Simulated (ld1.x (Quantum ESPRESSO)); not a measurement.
Pt (Z = 78): one change to a TM potential, before and after

ld1.x (Quantum ESPRESSO) 7.5 input, shortened:

```
&input
   title='Pt', zed=78., rel=1, dft='PZ', iswitch=3,
   config='[Xe] 4f14 5d9 6s0 6p0'
 /
 &inputp
   pseudotype=2, tm=.true., lloc=1,
   nlcc=.false.
 /
3
6S  1  0   0.00   0.00  1.85  1.85  0.0
5D  3  2   9.00   0.00  1.65  1.65  0.0
6P  2  1   0.00   0.00  3.05  3.05  0.0
 &test
   configts(1)='5d9 6s0 6p0'
 /
```

Change: wave 6s (bound): rc 1.85 bohr becomes 6s (bound): rc 2.04 bohr.

Cutoffs: the cutoffs (Ry, on a coarse ladder) from which the occupation-weighted sum of valence levels, in a spherical-Bessel basis at the reference potential, stays within 10 and 1 mRy of its value at 400 Ry; they do not see the model core or the augmentation charge, which bear on the density cutoff. Errors are all-electron minus pseudo energies relative to the spin-unpolarised reference configuration.

Question: Predict the effect on cutoff, ghosts and configuration errors.

Answer: The potential gets neither clearly harder nor softer (40 Ry and 60 Ry → 40 Ry and 60 Ry); of the 9 tests that both files solve, the error grows in 2 and shrinks in 2 by more than 15 % and 0.3 meV (median size 80.9 → 80.9 meV); neither file shows a bound ghost.

| quantity | base | changed |
| --- | --- | --- |
| cutoff, loose | 40 Ry | 40 Ry |
| cutoff, tight | 60 Ry | 60 Ry |
| bound ghosts | none | none |
| error for 5d9 6s1 6p0, meV [ΔE -9.54 eV] | +5.4 | +1.6 |
| error for 5d8 6s0 6p0, meV [ΔE 20.26 eV] | -106 | -107 |
| error for 5d7 6s0 6p0, meV [ΔE 52.77 eV] | -481 | -481 |
| error for 5d9.5 6s0.5 6p0, meV [ΔE -9.63 eV] | -12 | -12 |
| error for 5d8 6s1 6p0, meV [ΔE 1.87 eV] | -65 | -80 |
| error for 5d8 6s1 6p1, meV [ΔE -2.95 eV] | -88 | -103 |
| error for 5d9 6s0.5 6p0, meV [ΔE -5.68 eV] | +2.6 | +1.6 |
| error for 5d9 6s0 6p0 (spin-polarised), meV [ΔE -0.13 eV] | +81 | +81 |
| error for 5d9 6s1 6p0 (spin-polarised), meV [ΔE -9.92 eV] | +109 | +105 |
| s: phases at 3.32 bohr within 0.05 rad from the reference energy up to (Ry; the scan ends near 5) | 0.7 | 0.8 |
| p: phases at 3.32 bohr within 0.05 rad from the reference energy up to (Ry; the scan ends near 5) | 1.7 | 1.7 |
| d: phases at 3.32 bohr within 0.05 rad from the reference energy up to (Ry; the scan ends near 5) | 0.0 | 0.0 |
